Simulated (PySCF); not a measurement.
# Two-component Hartree-Fock for Mg+ (magnesium, charge +1)

Start: [Ne] 3s1; 3s1/2 filled at m_j = +1/2. Calculated with PySCF 2.14 in x2c-SVPall-2c (4s4p1d, 21 functions): generalised Hartree-Fock with the X2C-1e Hamiltonian and a Gaussian nucleus; one run each with spin-orbit coupling (SO) switched off, then screened by Boettger's factors.

```tsv
spinor shell	electrons	ε, spin-free (eV)	ε, screened SO (eV)	weight of nominal j (screened SO)	rms radius, screened SO (bohr)
1s1/2	2	-1344.2	-1344.2	1.000	0.151
2s1/2	2	-111.39	-111.39	1.000	0.755
2p1/2	2	-70.754	-70.984	0.943	0.770
2p3/2	4	-70.754	-70.639	0.971	0.771
3s1/2	1	-14.625	-14.625	1.000	3.09
```

```json
{"quantity": "E (hartree)", "spin-free": "-199.59662", "screened SO": "-199.59666"}
{"quantity": "M_J", "spin-free": "1/2", "screened SO": "1/2"}
{"quantity": "⟨J²⟩", "spin-free": "0.750", "screened SO": "0.750"}
{"quantity": "⟨L²⟩", "spin-free": "0.000", "screened SO": "0.000"}
{"quantity": "⟨S²⟩", "spin-free": "0.750", "screened SO": "0.750"}
```

Each row is a mean over spinors that exchange with the open shell spreads, by up to 0.464 eV (2s1/2).

Without spin-orbit coupling the j labels of p, d and f shells carry no meaning; the spin-free column gives the mean over the occupied spinors of each nl shell.
